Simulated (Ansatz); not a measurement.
Cartesian coordinates in Å:
```
Br -1.595 2.660 -4.381
Ag -0.884 1.474 -2.425
N -0.247 0.412 -0.676
C 0.969 0.611 -0.160
C 1.419 -0.055 0.965
C 0.578 -0.964 1.584
C -0.684 -1.172 1.052
C -1.056 -0.465 -0.076
H 1.597 1.329 -0.672
H 2.414 0.143 1.343
H 0.900 -1.502 2.468
H -1.377 -1.872 1.499
H -2.034 -0.601 -0.522
```

Charge 0, multiplicity 1. Ag: def2 effective core potential.

(1) List the CAM-B3LYP/def2-TZVPP orbital energies in eV (Ansatz 0.2.0). (Estimate.)

Results:

(1) Computed: Occupied: -13138.63, -1700.12, -1531.86, -1531.82, -1531.82, -393.74, -281.26, -281.26, -280.70, -280.39, -280.39, -236.19, -177.07, -176.93, -176.93, -103.60, -71.41, -71.37, -71.37, -71.26, -71.26, -65.40, -65.28, -65.27, -29.80, -25.65, -24.50, -20.81, -20.77, -20.64, -18.01, -16.63, -15.98, -14.99, -14.73, -14.60, -13.10, -12.46, -11.47, -10.97, -10.64, -10.62, -10.52, -10.15, -9.94, -8.28, -7.64, -7.62. Lowest empty: -1.17, -0.56, 0.44, 1.13, 1.33, 1.75, 2.47, 2.68.
